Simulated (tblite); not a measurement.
C₅H₁₁O₂Si (doublet state).
Structure used (GFN2-xTB), in Å, numbered top down from 1:
```
atom  x, y, z in Å
C1    -1.4250    1.1028    0.9923
O2    -0.5106    0.0579    0.7784
C3    -0.3254   -0.3344   -0.5859
C4    -1.3470   -1.3806   -1.0112
C5     1.1161   -0.8368   -0.6212
Si6    1.9236    0.2456    0.7169
C7     1.9491    2.0717    0.4441
O8     1.3843    2.5875   -0.5332
H9    -1.4090    1.3136    2.0603
H10   -2.4366    0.8114    0.6950
H11   -1.1274    1.9992    0.4382
H12   -0.4102    0.5584   -1.2190
H13   -1.3097   -2.2288   -0.3305
H14   -1.1230   -1.7227   -2.0179
H15   -2.3542   -0.9694   -1.0033
H16    1.1539   -1.8945   -0.3570
H17    1.5445   -0.7247   -1.6151
H18    2.1739   -0.3312    2.0265
H19    2.5230    2.7145    1.1351
```

Computed values, GFN2-xTB/tblite, gas phase, harmonic and unscaled. Errors from tens to a few hundred cm⁻¹ against measured bands are possible. Modes of hydrogen on silicon can be 10 to 20 % off. One conformer, not necessarily the lowest. Open shells enter through the occupations alone, without spin polarisation, and single modes of such species can be off by tens of per cent.

Harmonic wavenumbers (cm⁻¹): 46.0, 57.5, 99.5, 129.5, 154.7, 176.4, 195.0, 209.2, 296.7, 332.2, 358.9, 395.5, 449.0, 507.7, 572.7, 701.9, 737.4, 778.4, 859.0, 861.7, 944.8, 1010.4, 1055.3, 1099.7, 1134.4, 1136.7, 1140.3, 1205.4, 1218.7, 1319.4, 1325.0, 1326.9, 1399.1, 1406.2, 1458.6, 1468.2, 1478.7, 1486.4, 1493.8, 1520.4, 2346.5, 2738.8, 2905.1, 2939.4, 2952.5, 2980.8, 3012.8, 3026.6, 3028.9, 3033.9, 3047.3.

A = 2362, B = 1273, C = 1076 MHz; mass 131.053 u (most abundant isotopes); point group C1, symmetry number 1; spin multiplicity 2.

Question: Zero-point energy?

Answer: Half the sum of the wavenumbers: 32780 cm⁻¹ = 392.14 kJ/mol.

Question: Give the ideal-gas entropy at 200 K and 1 bar in the rigid-rotor, harmonic-oscillator model (classical rotation).

Answer: Translation 161.36, rotation 116.30, vibration 95.37, spin (R ln 2) 5.76: S = 378.8 J/(mol K).

Question: And Cp and H(200 K) − H(0)?

Answer: Cp = 130.70 J/(mol K), of which vibrations give 97.44 (their classical limit is 51 R = 424.0); H(200 K) − H(0) = 17.00 kJ/mol without the zero-point energy, 10.34 from vibrations.

Question: What must be added to the electronic energy to get the Gibbs energy at 200 K and 1 bar?

Answer: ZPE + [H(200 K) − H(0)] − T·S = 392.14 + 17.00 − 75.76 = 333.38 kJ/mol.

Question: Which modes carry the vibrational entropy at 200 K?

Answer: 46.0 cm⁻¹: 17.55; 57.5 cm⁻¹: 15.71; 99.5 cm⁻¹: 11.27; 129.5 cm⁻¹: 9.20; 154.7 cm⁻¹: 7.84; 176.4 cm⁻¹: 6.87 J/(mol K); the other 45 give 26.93 together.

Question: How do the functions run with temperature in this model?

Answer: 
```tsv
T (K)	S (J/(mol K))	Cp (J/(mol K))	H − H(0) (kJ/mol)	G − H(0) (kJ/mol)	ln q(vib)
50	253.0	59.6	2.19	-10.46	0.63
100	303.8	88.7	5.93	-24.45	2.09
298.15	438.0	168.5	31.67	-98.92	8.22
373.15	478.9	197.1	45.39	-133.32	10.39
500	542.8	240.3	73.22	-198.19	13.92
750	653.0	302.9	141.68	-348.06	20.44
1000	746.2	344.6	222.96	-523.27	26.41
```

q(vib) and H(0) count from the zero-point level.

Hindered rotation and anharmonicity are outside this model. Other conformers, if any are populated, would add a mixing term that is left out. The structure is chiral; the term R ln 2 for an equal mix with its mirror image is left out.
